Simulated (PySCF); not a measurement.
How methods differ on the ionisation energy of Ge

Ge [Ar] 3d10 4s2 4p2 (3P) → Ge⁺ [Ar] 3d10 4s2 4p1 (2P), as a difference of total energies. All numbers are calculated (PySCF 2.14, the spin-free X2C one-electron Hamiltonian (Gaussian nucleus), in Sapporo-DKH3-DZP-2012). Correlated levels: valence: [Ar] 3d10 frozen. The calculations carry no spin-orbit coupling.

| method | ionisation energy (eV) | error (eV) |
| --- | --- | --- |
| UHF | 7.410 | -0.515 |
| TPSS | 7.915 | -0.010 |
| BP86 | 8.001 | +0.076 |
| MP2 (valence) | 7.689 | -0.236 |
| SCS-MP2 (valence) | 7.624 | -0.301 |
| CCSD (valence) | 7.724 | -0.201 |
| CCSD(T) (valence) | 7.734 | -0.191 |

Reference: 7.925 eV (measured; NIST levels, between the centres of gravity of the two terms).

Errors of the correlated levels include the incompleteness of this basis and the frozen core.
